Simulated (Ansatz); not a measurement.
`[F][AlH][SH]` + CH₃OH → `C[O][AlH][SH]` + H–F at 600 K and 1 bar (ligand exchange at the Al–F bond).

Gas-phase electronic energies from Ansatz, PBE0-D4/def2-TZVP geometries. CBS: MP2 limit from def2 TZ/QZ plus the TZ coupled-cluster correction, frozen cores. This one scheme is used for every species. Each species was taken in one conformer, which may not be the lowest.

```json
{"species": "`[F][AlH][SH]`", "CCSD(T)/CBS energy (Eh)": "-740.90186", "H − E (kJ/mol)": "88.2", "S (J/(mol·K))": "347.0"}
{"species": "CH₃OH", "CCSD(T)/CBS energy (Eh)": "-115.61712", "H − E (kJ/mol)": "163.6", "S (J/(mol·K))": "277.3"}
{"species": "`C[O][AlH][SH]`", "CCSD(T)/CBS energy (Eh)": "-756.10453", "H − E (kJ/mol)": "210.0", "S (J/(mol·K))": "430.2"}
{"species": "H–F", "CCSD(T)/CBS energy (Eh)": "-100.39570", "H − E (kJ/mol)": "42.3", "S (J/(mol·K))": "194.0"}
```

H − E and S are ideal-gas, rigid-rotor, harmonic terms from PBE0-D4/def2-TZVP, for one conformer and one mirror image of each species. 1 Eh = 2625.50 kJ/mol, R = 8.31446 J/(mol·K).

Problem. By hand: ΔE, ΔH, ΔS and ΔG.

Solution. ΔE = (-756.10453) + (-100.39570) − (-740.90186) − (-115.61712) = 0.01875 Eh = 49.2 kJ/mol. Δ(H − E) = 210.0 + 42.3 − 88.2 − 163.6 = 0.5, so ΔH = 49.7 kJ/mol. ΔS = 430.2 + 194.0 − 347.0 − 277.3 = -0.1 J/(mol·K). ΔG = 49.7 − 600 × (-0.1)/1000 = 49.8 kJ/mol.

Problem. By hand: the equilibrium constant, and the temperature at which ΔG would vanish if ΔH and ΔS stayed fixed.

Solution. log₁₀ K = −ΔG/(RT ln 10) = -4.3. ΔH and −TΔS have one sign here, so there is no such temperature.

The number of gas molecules stays the same, so ΔS is small and ΔH decides. A doubt of 5 kJ/mol in ΔE shifts log₁₀ K by 0.4 here. Other conformers and mirror images would add mixing entropy, several J/(mol·K) or more a flexible species. Modes under 60 cm⁻¹, often nearly free rotors, make the harmonic entropy too high. These are equilibria of isolated gas molecules and say nothing of rates. Largest T1 diagnostic: 0.012 (customary marks: 0.02 for closed shells, 0.045 for open ones).

ΔS is within the doubt of such terms, so its sign, and with it that verdict, could turn.
